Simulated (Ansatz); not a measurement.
This geometry of AlF2H + H3P (8 atoms, charge 0, multiplicity 1) is a first-order saddle point.

The calculation used Ansatz, RKS PBE/def2-SVP.

```xyz
8
Properties=species:S:1:pos:R:3
Al 0.076 -0.437 0.084
H -0.137 0.160 1.694
F 1.556 0.040 -0.536
F -1.331 -0.260 -0.806
P 0.207 -2.695 1.181
H -0.754 -2.826 0.112
H 1.354 -2.608 0.308
H -0.024 -0.952 1.719
```

(1) Which two structures does it join? (They come from a converged band through this point; their orientation in space is the band's.)

(2) How far does it lie above each of them?

Answers

(1) Bonds broken: Al1–H2, P5–H8. Bonds formed: H2–H8. AlF2H + H3P becomes AlF2H2P + H2.

Initial state:

```xyz
8
Properties=species:S:1:pos:R:3
Al 0.052 -0.070 0.085
H -0.133 0.664 1.470
F 1.563 -0.134 -0.652
F -1.277 -0.386 -0.897
P 0.227 -2.985 1.047
H -0.809 -2.422 0.213
H 1.278 -2.238 0.398
H 0.048 -2.008 2.092
```

Final state:

```xyz
8
Properties=species:S:1:pos:R:3
Al 0.022 -0.761 0.021
H 0.258 0.460 1.896
F 1.359 0.234 -0.202
F -1.470 -0.176 -0.470
P 0.237 -2.956 0.745
H -0.535 -3.420 -0.382
H 1.492 -3.094 0.049
H -0.415 0.135 2.099
```

(2) 1.03 eV above the first and 1.21 eV above the second. This is the barrier of this one path; another mechanism may lie lower. The orbitals stay closed-shell, which can raise the energy where a bond breaks towards radicals; this wasn't checked here.

Time of the run: 2.9 min on 2 threads of Arm Neoverse V1, with other jobs on the host, peak memory 0.12 GiB.
